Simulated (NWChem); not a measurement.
Species: CH₃ClGeO₂; SMILES O=[C]([GeH2][Cl])O

```xyz
8

O     -0.3477    -2.4968     0.0000
C      0.2752    -1.4692     0.0000
O      1.6031    -1.3988     0.0000
Ge    -0.6898     0.2696     0.0000
Cl     0.6773     1.9403     0.0000
H      1.9401    -2.3129     0.0000
H     -1.5373     0.3402     1.2746
H     -1.5373     0.3402    -1.2746
```
Atoms are numbered in this order, from 1.

Computed with NWChem. Pople sets run with spherical d functions. Medium grid unless said otherwise, to which SCAN and Minnesota functionals are sensitive. Coordinates come from a PBE0/def2-SVP optimisation. Hybrids' shares of exact exchange are those that their runs print; pure functionals count as 0. The functionals differ in more than this share.

```
row             share of exact exchange  highest occupied level (eV)
--------------  -----------------------  ---------------------------
PBE/6-31G*                         0.00                        -6.42
BP86/6-31G*                        0.00                        -6.53
TPSSh/6-31G*                       0.10                        -7.12
B3LYP/6-31G*                       0.20                     withheld
r2SCAN0/6-31G*                     0.25                        -8.19
```

Question: Fit a straight line of the last column on the one before it, predict the withheld value, and compare with the run.

Answer: 
1. Means of the 4 shown rows: x = 0.087, y = -7.065. Slope Σ(x − x̄)(y − ȳ)/Σ(x − x̄)² = -0.2867/0.04188 = -6.848; intercept -6.466.
2. The shown rows scatter about the line by 0.043 (root mean square); the largest residual is -0.06, at BP86/6-31G*.
3. At x = 0.20 (B3LYP/6-31G*; inside the shown range) the line gives -7.84.
4. The run gives -7.64, +0.20 from the line, 4.7 times the scatter.
